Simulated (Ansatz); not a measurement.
System: SnH$_{2}$S, charge 0, singlet. SnH2S (SMILES [SH][SnH]).
B3LYP-D3(BJ)/def2-TZVP minimum from Ansatz (an electronic-structure program):
```
S
H 1 1.3446
Sn 1 2.4408 2 95.74
H 3 1.7806 1 88.85 2 180.00
```
Charge 0, spin multiplicity 1.

Total energies in hartree (Ansatz). UHF or UKS for unpaired electrons; spin-orbit terms are left out. Cores are frozen in correlated methods (noble-gas shells, and filled d and f shells in the p block). Past Kr the def2 sets carry scalar-relativistic core potentials. Where a partner has so few electrons that a lower coupled-cluster level is exact, that level stands in. Spin-orbit terms, left out, reach several kcal/mol for Br and I, and more for heavier atoms.

| species | HF/def2-TZVPP | CCSD(T)/def2-TZVPP | HF/def2-QZVPP | CCSD(T)/def2-QZVPP | CCSDT(Q)/def2-TZVPP |
|---|---|---|---|---|---|
| 1: SnH2S (SMILES [SnH][SH]) | -612.08028 | -612.39277 | -612.09328 | -612.42690 | -612.39475 |
| 2: Sn (triplet) | -213.33992 | -213.39742 | -213.34066 | -213.40091 | -213.39789 |
| 3: H (doublet) | -0.49981 | -0.49981 | -0.49998 | -0.49998 | -0.49981 |
| 4: S (triplet) | -397.50200 | -397.64674 | -397.51300 | -397.66869 | -397.64766 |

Question: Work out the atomisation energy (electronic, to ground-state atoms) in kcal/mol: take Hartree-Fock from def2-QZVPP, extrapolate the CCSD(T) correlation energy as X^-3 (X = 3, 4), and add CCSDT(Q) - CCSD(T) in def2-TZVPP. 1 hartree = 627.51 kcal/mol.

Answer: 
Species 1: correlation (64·(-0.33362) - 27·(-0.31249))/37 = -0.34904; step -0.00198; E1 = -612.09328 + (-0.34904) + (-0.00198) = -612.44430
Species 2: correlation (64·(-0.06025) - 27·(-0.05750))/37 = -0.06226; step -0.00047; E2 = -213.34066 + (-0.06226) + (-0.00047) = -213.40339
Species 3: correlation (64·(0.00000) - 27·(0.00000))/37 = 0.00000; step +0.00000; E3 = -0.49998 + (0.00000) + (+0.00000) = -0.49998
Species 4: correlation (64·(-0.15569) - 27·(-0.14474))/37 = -0.16368; step -0.00092; E4 = -397.51300 + (-0.16368) + (-0.00092) = -397.67760
-1·E1 +1·E2 +2·E3 +1·E4 = 0.36335 hartree = 228.0 kcal/mol.
